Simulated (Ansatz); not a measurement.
Consider the formal exchange of groups at the Sn–Cl bond: `[CH3][SnH]([F])[Cl]` + `C=CC(=C)C` → `C=[CH][SnH]([CH3])[F]` + `C=C(C)Cl`.

Calculated with Ansatz (gas phase, PBE0-D4/def2-TZVP geometries, no zero-point term in ΔE). CBS: MP2 limit from def2 TZ/QZ plus the TZ coupled-cluster correction, frozen cores. Functionals use def2-TZVPP. def2 core potentials past Kr. For Sn outer-core shells are correlated without core-valence functions, which leaves a few kJ/mol of doubt a bond. One conformer a species, not always the lowest.

`[CH3][SnH]([F])[Cl]`:

```xyz
8

C     1.118    0.114   -0.428
Sn   -0.771   -0.074    0.501
F    -1.719    1.547    0.101
Cl   -1.981   -1.733   -0.578
H     0.955    0.303   -1.488
H     1.661    0.948    0.017
H     1.685   -0.808   -0.301
H    -0.949   -0.297    2.175
```

`C=CC(=C)C`:

Z-matrix (Å, degrees):
```
C
C 1 1.496
H 1 1.094 2 111.0
H 1 1.090 2 111.0 3 -120.6
H 1 1.094 2 111.0 3 118.9
C 2 1.459 1 118.6 3 -59.4
C 2 1.336 1 121.8 3 120.6
C 6 1.332 2 125.6 1 -0.0
H 6 1.087 2 115.4 1 -180.0
H 7 1.084 2 121.7 1 0.0
H 7 1.084 2 121.2 1 -180.0
H 8 1.083 6 121.1 2 -180.0
H 8 1.084 6 122.1 2 0.0
```

`C=[CH][SnH]([CH3])[F]`:

```xyz
12

C    -0.544    0.820    1.844
C     0.053   -0.339    1.590
Sn    0.396   -1.001   -0.391
C    -0.142    0.458   -1.840
F     2.318   -1.170   -0.548
H    -0.724    1.163    2.860
H    -0.881    1.488    1.056
H     0.371   -0.965    2.420
H    -0.159   -2.586   -0.707
H     0.318    1.412   -1.583
H     0.218    0.140   -2.818
H    -1.225    0.579   -1.881
```

`C=C(C)Cl`:

```xyz
9

C     0.553    0.303   -1.256
C     0.160   -0.392   -0.200
C    -0.509    0.148    1.012
Cl    0.417   -2.112   -0.151
H     1.035   -0.164   -2.103
H     0.390    1.373   -1.281
H    -1.486   -0.321    1.153
H     0.084   -0.063    1.905
H    -0.643    1.227    0.922
```

| level | ΔE (kJ/mol) |
| --- | --- |
| r2SCAN0 | 165.9 |
| RPA@PBE/def2-TZVPP | 143.5 |
| MP2/def2-SVP | 165.1 |
| MP2/def2-QZVPP | 156.9 |

Q: What does CCSD(T)/CBS give? (Estimate.)

A: Ansatz gave: +155.7 kJ/mol. The listed levels differ from it by 10.2, -12.2, 9.4, 1.2 kJ/mol.

Largest T1 diagnostic among the species: 0.013.

At CCSD(T), def2-SVP lies +6.2 kJ/mol from the extrapolated value and def2-TZVPP −4.1 kJ/mol. In def2-TZVPP, CCSD(T) changes the Hartree–Fock value by −21.1 kJ/mol (the triples alone add −1.8 kJ/mol) and MP2 by −18.7 kJ/mol.

CCSD(T)/CBS has its own doubt, a few kJ/mol and more with outer-core shells, so smaller differences from it don't rank the levels.
